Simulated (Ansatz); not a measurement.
Input for Ansatz (an electronic-structure program): R-PBE/def2-TZVPP on H2O (SMILES O).

Ansatz 0.2 input:
```yaml
crystal:
  periodic: [false, false, false]
  atoms:
    - {symbol: O, position_ang: [-0.00000000, 0.00000000, 0.38961139]}
    - {symbol: H, position_ang: [0.00000000, 0.76498632, -0.19485569]}
    - {symbol: H, position_ang: [0.00000000, -0.76498632, -0.19485569]}
basis:
  gaussian:
    orbitals: def2-TZVPP
hamiltonian:
  xc: {name: PBE}
scf: {lower_state_search: off}
```

The log:

```
WARN ansatz: RAYON_NUM_THREADS=4 ignored (pool sized by the plan → 4); use --threads N
Functional definition: PBE
these checks for a lower state are left out or cut short: stability, starts, cluster_reference, orbital_swaps, neighbouring_geometries, increment
integrals: 0.00 GiB planned
269 factors; their error is unknown
mean field: 0.10 GiB planned
mean field evaluation 1: about -2072.9456 eV, gradient 5.9e1 eV
mean field evaluation 2: about -2055.1499 eV, gradient 1.1e2 eV
mean field evaluation 4: about -2078.4095 eV, gradient 7.8e-1 eV
mean field evaluation 8: about -2078.4096 eV, gradient 1.9e-1 eV
mean field -2078.40967432 eV, -76.3801467347 hartree, gradient 3.2e-6 eV, S^2 0.000000; 0 other end points of the search recorded, 0 dependent functions left out
reference -2078.40969487 eV, -76.3801474897 hartree; 5, 5 occupied and 54, 54 virtual orbitals, 269 factors
Total energy: -2078.40969487 eV, -76.3801474897 hartree
Checks for a lower state left out: stability, starts, cluster_reference, orbital_swaps, neighbouring_geometries, increment
```

Self-consistency was reached.

Cost: very roughly 0.11 core-seconds.
